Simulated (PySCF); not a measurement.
C₃H₁₀NSi₃ (doublet state).
SMILES with atom numbers: `[CH3:1][SiH2:2][C@@H:3]([C:4]#[N:5])[SiH2:6][SiH2:7]` (hydrogens: H8, H9, H10 on C1; H11, H12 on Si2; H13 on C3; H14, H15 on Si6; H16, H17 on Si7)

Geometry (GFN2-xTB, Å), atoms numbered from 1 in this order:
```
atom  x, y, z in Å
C1    -2.643    0.808   -0.536
Si2   -1.156    0.636    0.624
C3    -0.075   -0.826    0.027
C4     0.367   -0.565   -1.293
N5     0.757   -0.322   -2.345
Si6    1.462   -1.222    1.126
Si7    2.998    0.422    0.822
H8    -2.316    0.959   -1.562
H9    -3.268   -0.081   -0.517
H10   -3.265    1.654   -0.258
H11   -1.583    0.324    1.993
H12   -0.340    1.856    0.620
H13   -0.698   -1.725    0.000
H14    0.844   -1.556    2.428
H15    1.997   -2.505    0.634
H16    4.288    0.316    1.511
H17    2.624    1.837    0.876
```

The hyperfine couplings belong to this conformer and change with its torsions.

The calculation used UKS B3LYP, pcH-1 on C H N Si, non-relativistic, mean-field spin-orbit, GIAO (PySCF 2.14.0). Geometry: GFN2-xTB, one conformer, isolated molecule. The geometry wasn't refined by DFT: couplings that depend on bond lengths, twists or pyramidal angles can differ widely from those at the functional's own minimum, by a factor of two or more for some ions and for spin on atoms past the first row. No stability test was run, so a lower SCF solution isn't excluded.

Question: Predict the first-order ENDOR lines of N5, H14, H16/H17, H15, H13 and H12 under fast tumbling at B = 334.6 mT (X band).

Answer: ν± = |νn ± a/2|, one line for each electron-spin manifold; νn = |g_N| × 7.62259 MHz/T × B.

```csv
nuclei,isotope,g_N,νn (MHz),a_iso (MHz),lower line (MHz),upper line (MHz)
N5,14N,0.4038,1.03,1.38,0.34,1.72
H14,1H,5.5857,14.25,75.75,23.63,52.12
H16/H17,1H,5.5857,14.25,-8.14,10.18,18.32
H15,1H,5.5857,14.25,5.10,11.70,16.80
H13,1H,5.5857,14.25,-1.05,13.72,14.77
H12,1H,5.5857,14.25,0.80,13.85,14.64
```

Question: Which pairs are centred on the nuclear Larmor frequency, and which on half the coupling?

Answer: Centred on νn, since |a| < 2νn: N5, H16/H17, H15, H13 and H12. Centred on |a|/2 and split by 2νn: H14.

Class means assume fast exchange of nuclei equivalent by connectivity; if that motion is slow, each nucleus keeps its own coupling.

The run took 2.0 min (grids of density and orbitals included) on one thread of an Arm Neoverse V2, shared host, and the process peaked at 1.1 GiB of memory.
